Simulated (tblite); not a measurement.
Compound: C₅H₇NS.
Bonds: C1–N2, N2–C3, C3–C4 (aromatic), C4–C5 (aromatic), C5–C6 (aromatic), C6–S7 (aromatic), C3–S7 (aromatic). Hydrogens: H8, H9, H10 on C1; H11 on N2; H12 on C4; H13 on C5; H14 on C6.

Computed with GFN2-xTB (tblite), gas phase: nudged elastic band of 9 images (0 to 8), spring 0.2 eV/Å², climbing image at the end, force threshold 0.05 eV/Å. No saddle search or frequency run followed, so the top image need not be a first-order saddle, and its height can exceed the method's true barrier by a kcal/mol or more.

The band describes a rotation about C3–N2 (aromatic carbon bearing nitrogen, aniline-type nitrogen), followed by the dihedral S7–C3–N2–C1, from the optimised start (164°) to a second optimised geometry at -18°.

**Question.** Give the energy profile along the converged band.

**Answer.** 
```csv
image,dihedral (°),E (kJ/mol),C3–N2 (Å),S7···C1 (Å),largest true force (eV/Å)
0,164,0.00,1.375,4.02,0.01
1,-173,3.24,1.376,4.03,0.05
2,-151,12.87,1.382,3.98,0.06
3,-132,22.61,1.395,3.86,0.04
4,-112,24.32,1.403,3.69,0.05
5,-89,17.82,1.398,3.48,0.08
6,-67,8.91,1.389,3.28,0.07
7,-44,1.88,1.381,3.11,0.05
8,-18,-1.75,1.374,3.02,0.01
```

Barriers of this band. The top is image 4 at -112°: 24.32 kJ/mol forward and 26.07 kJ/mol back; the end lies 1.75 kJ/mol below the start. The central bond is 0.028 Å longer at the top than at the start.

**Question.** What rate follows at 350 K for crossing this barrier forward?

**Answer.** Taking the electronic barrier for the free energy of activation (no zero-point or entropy terms, transmission 1), rate = (kT/h)·exp(−ΔE/kT) ≈ 2 × 10^9 s⁻¹, whose inverse is 6 × 10^-10 s. An error of 1 kcal/mol in the barrier changes this by a factor of 4, and the method and the loose band can each miss by that much or more.

**Question.** How would the two end points share their population at 350 K, from these energies alone?

**Answer.** exp(−ΔE/kT) with ΔE = 0.018 eV gives 0.55 for the higher one (start) against 1 for the lower, without vibrational, rotational or degeneracy terms. GFN2-xTB can put conformers this close in the wrong order.

**Question.** How long is the path, and how are the images spaced?

**Answer.** Cartesian distances between aligned neighbours (all atoms, Å): 0.84, 0.86, 0.86, 0.84, 0.88, 0.84, 0.86, 0.92; the sum is 6.90 Å, and the top lies 49 % of the way along.

What follows is the cost of the whole band run. Hardware: AMD EPYC 9R45, one thread, no GPU, shared host with 96 logical CPUs at a one-minute load of 6.2. Cost: 1.6 s of wall time, 0.19 GiB resident at most.
